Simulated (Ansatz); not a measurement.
Start from `C[O][AlH][SiH2]S` and change one atom or group to get `C[O][AlH][GeH3]`.

Ansatz, PBE0-D4/def2-TZVP geometries, multiplicity 1. Each molecule was computed in one conformer, which needn't be the lowest.

Scalar relativity is left out up to krypton.

```csv
property,`C[O][AlH][SiH2]S`
HOMO energy (PBE/def2-TZVPP) / eV,-5.97
HOMO–LUMO gap (ωB97M-V/def2-TZVPP) / eV,9.46
size of the dipole moment (B3LYP/def2-TZVPP) / D,2.50
HOMO energy (PBE0/def2-TZVPP) / eV,-7.18
HOMO–LUMO gap (PBE0/def2-TZVPP) / eV,5.64
HOMO energy (B3LYP/def2-TZVPP) / eV,-6.92
```

Q: Give the same properties after the change, and the shifts. (An estimate is asked.)

A: Computed: 
```csv
property,`C[O][AlH][GeH3]`,shift
HOMO energy (PBE/def2-TZVPP) / eV,-6.26,-0.29
HOMO–LUMO gap (ωB97M-V/def2-TZVPP) / eV,9.75,0.29
size of the dipole moment (B3LYP/def2-TZVPP) / D,0.79,-1.71
HOMO energy (PBE0/def2-TZVPP) / eV,-7.43,-0.25
HOMO–LUMO gap (PBE0/def2-TZVPP) / eV,6.07,0.43
HOMO energy (B3LYP/def2-TZVPP) / eV,-7.24,-0.32
```

With PBE0 the HOMO falls by 0.25 eV and the LUMO rises by 0.18 eV, so the gap widens by about 0.43 eV. PBE moves the HOMO by -0.29 eV and ωB97M-V by -0.12 eV. Dipoles are sizes alone; their direction can turn.

B3LYP here is the variant with VWN-RPA as its local correlation; programs differ in this.
